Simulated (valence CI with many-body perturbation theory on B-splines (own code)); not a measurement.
# Lu³⁰⁺: E2, M1 decay

Computed by valence CI with perturbative core correlation (CI+MBPT): five valence electrons over a frozen Dirac-Fock core [Kr], radial functions for each j: 7 s, 7 p, 8 d, 6 f, 4 g, 1 h, with the one-electron correlation potential Σ1, the two-electron term Σ2, the three-electron term Σ3, Breit, model QED; selected CI, second order for the rest, scaled by the run's own slope (own B-spline code, finite nucleus).

The last digits are not significant, and no measured levels were compared; by estimate large intervals hold to a few tenths of a per cent, small ones and those within an open d or f shell to about a per cent. The list stops below the first excitations out of the core.

Lines 51 to 100 of 120 in falling wavelength, among levels below 931280 cm⁻¹, chosen from the decays that carry over 1 % of a level's rate. Wavelengths and rates use the calculated energies. Electric multipoles are in the length gauge, E1 and E2 with the static RPA response of the core. S is in atomic units (e²a₀⁴ for E2 and M2, e²a₀⁶ for E3), for M1 in squared Bohr magnetons. Weak lines are less certain than strong ones. Lines between different terms over intervals too small for the method are left out, as are lines whose strength nearly cancels.

Levels are named by their leading jj configuration (3d3/2^4 stands for four electrons in 3d with j = 3/2), which in mixed levels can hold well under half, so a name can repeat and another be missing. Letters in brackets count levels of one name in rising energy.

| λ vac (nm) | Upper | Lower | Type | A (s⁻¹) | S (a.u.) |
| --- | --- | --- | --- | --- | --- |
| 90.80 | (4d3/2^2 4d5/2^3) J=5/2 [c] | (4d3/2^3 4d5/2^2) J=7/2 [b] | M1 | 9.64e+03 | 1.61e+00 |
| 89.79 | (4d3/2^2 4d5/2^3) J=13/2 | (4d3/2^3 4d5/2^2) J=11/2 | M1 | 3.57e+03 | 1.34e+00 |
| 89.73 | (4d3/2^3 4d5/2^2) J=3/2 [b] | (4d3/2^3 4d5/2^2) J=5/2 [a] | M1 | 9.58e+02 | 1.03e-01 |
| 89.16 | (4d3/2^3 4d5/2^2) J=7/2 [a] | (4d3/2^4 4d5/2) J=5/2 | M1 | 9.80e+03 | 2.06e+00 |
| 89.10 | (4d3/2^2 4d5/2^3) J=5/2 [a] | (4d3/2^3 4d5/2^2) J=5/2 [a] | M1 | 4.35e+04 | 6.85e+00 |
| 88.96 | (4d3/2^2 4d5/2^3) J=3/2 [c] | (4d3/2^2 4d5/2^3) J=3/2 [a] | M1 | 1.36e+03 | 1.42e-01 |
| 87.65 | (4d3/2^2 4d5/2^3) J=5/2 [d] | (4d3/2^2 4d5/2^3) J=5/2 [b] | M1 | 4.51e+03 | 6.75e-01 |
| 86.45 | (4d3/2^3 4d5/2^2) J=3/2 [a] | (4d3/2^4 4d5/2) J=5/2 | M1 | 2.78e+04 | 2.66e+00 |
| 86.01 | (4d3/2^2 4d5/2^3) J=3/2 [a] | (4d3/2^3 4d5/2^2) J=3/2 [a] | M1 | 2.36e+04 | 2.23e+00 |
| 84.74 | (4d3/2^2 4d5/2^3) J=5/2 [d] | (4d3/2^2 4d5/2^3) J=3/2 [a] | M1 | 7.56e+02 | 1.02e-01 |
| 83.89 | (4d3/2^2 4d5/2^3) J=3/2 [c] | (4d3/2^2 4d5/2^3) J=1/2 [a] | M1 | 1.51e+03 | 1.32e-01 |
| 83.21 | (4d3/2^2 4d5/2^3) J=5/2 [b] | (4d3/2^3 4d5/2^2) J=3/2 [a] | M1 | 3.87e+03 | 4.96e-01 |
| 82.31 | (4d3/2 4d5/2^4) J=11/2 | (4d3/2^2 4d5/2^3) J=13/2 | M1 | 6.92e+03 | 1.72e+00 |
| 81.87 | (4d3/2^2 4d5/2^3) J=7/2 [b] | (4d3/2^3 4d5/2^2) J=5/2 [b] | M1 | 4.82e+02 | 7.84e-02 |
| 80.93 | (4d3/2^2 4d5/2^3) J=9/2 [b] | (4d3/2^3 4d5/2^2) J=9/2 | M1 | 2.10e+04 | 4.14e+00 |
| 80.85 | (4d3/2^2 4d5/2^3) J=5/2 [b] | (4d3/2^3 4d5/2^2) J=7/2 [a] | M1 | 8.07e+03 | 9.49e-01 |
| 79.97 | (4d3/2 4d5/2^4) J=7/2 [a] | (4d3/2^2 4d5/2^3) J=9/2 [a] | M1 | 2.09e+04 | 3.17e+00 |
| 79.60 | (4d3/2^2 4d5/2^3) J=3/2 [b] | (4d3/2^3 4d5/2^2) J=1/2 | M1 | 2.85e+03 | 2.13e-01 |
| 79.47 | (4d3/2^2 4d5/2^3) J=5/2 [c] | (4d3/2^3 4d5/2^2) J=5/2 [b] | M1 | 4.85e+02 | 5.41e-02 |
| 77.82 | (4d3/2^2 4d5/2^3) J=7/2 [b] | (4d3/2^3 4d5/2^2) J=9/2 | M1 | 5.39e+03 | 7.54e-01 |
| 77.20 | (4d3/2 4d5/2^4) J=5/2 [a] | (4d3/2^2 4d5/2^3) J=5/2 [a] | M1 | 5.77e+04 | 5.90e+00 |
| 77.15 | (4d3/2^2 4d5/2^3) J=7/2 [c] | (4d3/2^3 4d5/2^2) J=7/2 [b] | M1 | 8.14e+03 | 1.11e+00 |
| 77.04 | (4d3/2^3 4d5/2^2) J=9/2 | (4d3/2^4 4d5/2) J=5/2 | E2 | 3.05e+00 | 7.40e-03 |
| 76.07 | (4d3/2^2 4d5/2^3) J=3/2 [b] | (4d3/2^3 4d5/2^2) J=5/2 [b] | M1 | 4.70e+03 | 3.06e-01 |
| 75.88 | (4d3/2^2 4d5/2^3) J=7/2 [a] | (4d3/2^3 4d5/2^2) J=5/2 [a] | M1 | 5.33e+03 | 6.91e-01 |
| 75.09 | (4d3/2 4d5/2^4) J=11/2 | (4d3/2^2 4d5/2^3) J=9/2 [a] | M1 | 8.88e+03 | 1.67e+00 |
| 74.56 | (4d3/2^2 4d5/2^3) J=9/2 [b] | (4d3/2^3 4d5/2^2) J=11/2 | M1 | 7.17e+03 | 1.10e+00 |
| 74.12 | (4d3/2 4d5/2^4) J=7/2 [a] | (4d3/2^2 4d5/2^3) J=7/2 [a] | M1 | 1.83e+04 | 2.21e+00 |
| 73.45 | (4d3/2^3 4d5/2^2) J=5/2 [b] | (4d3/2^4 4d5/2) J=5/2 | M1 | 2.37e+02 | 2.09e-02 |
| 72.47 | (4d3/2^2 4d5/2^3) J=1/2 [b] | (4d3/2^3 4d5/2^2) J=1/2 | M1 | 1.09e+04 | 3.08e-01 |
| 72.41 | (4d3/2 4d5/2^4) J=11/2 | (4d3/2^2 4d5/2^3) J=11/2 | M1 | 3.05e+04 | 5.16e+00 |
| 70.98 | (4d3/2^2 4d5/2^3) J=5/2 [d] | (4d3/2^2 4d5/2^3) J=7/2 [a] | M1 | 9.26e+02 | 7.36e-02 |
| 70.82 | (4d3/2^2 4d5/2^3) J=9/2 [b] | (4d3/2^3 4d5/2^2) J=7/2 [a] | M1 | 6.48e+03 | 8.53e-01 |
| 70.43 | (4d3/2^3 4d5/2^2) J=1/2 | (4d3/2^4 4d5/2) J=5/2 | E2 | 9.57e+00 | 2.96e-03 |
| 68.81 | (4d3/2^2 4d5/2^3) J=7/2 [c] | (4d3/2^3 4d5/2^2) J=5/2 [b] | M1 | 4.22e+03 | 4.08e-01 |
| 68.43 | (4d3/2^2 4d5/2^3) J=7/2 [b] | (4d3/2^3 4d5/2^2) J=7/2 [a] | M1 | 3.80e+02 | 3.61e-02 |
| 68.34 | (4d3/2^2 4d5/2^3) J=5/2 [c] | (4d3/2^3 4d5/2^2) J=3/2 [a] | M1 | 5.86e+03 | 4.16e-01 |
| 66.74 | (4d3/2^2 4d5/2^3) J=5/2 [c] | (4d3/2^3 4d5/2^2) J=7/2 [a] | M1 | 1.49e+04 | 9.83e-01 |
| 65.97 | (4d3/2^2 4d5/2^3) J=9/2 [c] | (4d3/2^3 4d5/2^2) J=7/2 [b] | M1 | 8.62e+03 | 9.18e-01 |
| 65.93 | (4d3/2^2 4d5/2^3) J=7/2 [c] | (4d3/2^3 4d5/2^2) J=9/2 | M1 | 8.96e+03 | 7.62e-01 |
| 65.85 | (4d3/2^3 4d5/2^2) J=7/2 [b] | (4d3/2^4 4d5/2) J=5/2 | M1 | 8.27e+02 | 7.00e-02 |
| 65.81 | (4d3/2^2 4d5/2^3) J=3/2 [b] | (4d3/2^3 4d5/2^2) J=3/2 [a] | M1 | 5.33e+03 | 2.25e-01 |
| 64.73 | (4d3/2 4d5/2^4) J=7/2 [a] | (4d3/2^2 4d5/2^3) J=5/2 [a] | M1 | 2.45e+03 | 1.97e-01 |
| 64.65 | (4d3/2^2 4d5/2^3) J=3/2 [a] | (4d3/2^3 4d5/2^2) J=5/2 [a] | M1 | 1.82e+04 | 7.28e-01 |
| 64.58 | (4d3/2^2 4d5/2^3) J=3/2 [c] | (4d3/2^2 4d5/2^3) J=5/2 [a] | M1 | 1.06e+03 | 4.23e-02 |
| 64.25 | (4d3/2^2 4d5/2^3) J=3/2 [c] | (4d3/2^3 4d5/2^2) J=3/2 [b] | M1 | 4.34e+03 | 1.71e-01 |
| 62.33 | (4d3/2^2 4d5/2^3) J=5/2 [d] | (4d3/2^2 4d5/2^3) J=5/2 [a] | M1 | 5.92e+03 | 3.19e-01 |
| 62.02 | (4d3/2^2 4d5/2^3) J=5/2 [d] | (4d3/2^3 4d5/2^2) J=3/2 [b] | M1 | 7.65e+03 | 4.06e-01 |
| 60.86 | (4d3/2^2 4d5/2^3) J=1/2 [b] | (4d3/2^3 4d5/2^2) J=3/2 [a] | M1 | 2.01e+04 | 3.37e-01 |
| 55.24 | (4d3/2^2 4d5/2^3) J=7/2 [b] | (4d3/2^3 4d5/2^2) J=5/2 [a] | M1 | 1.36e+02 | 6.82e-03 |
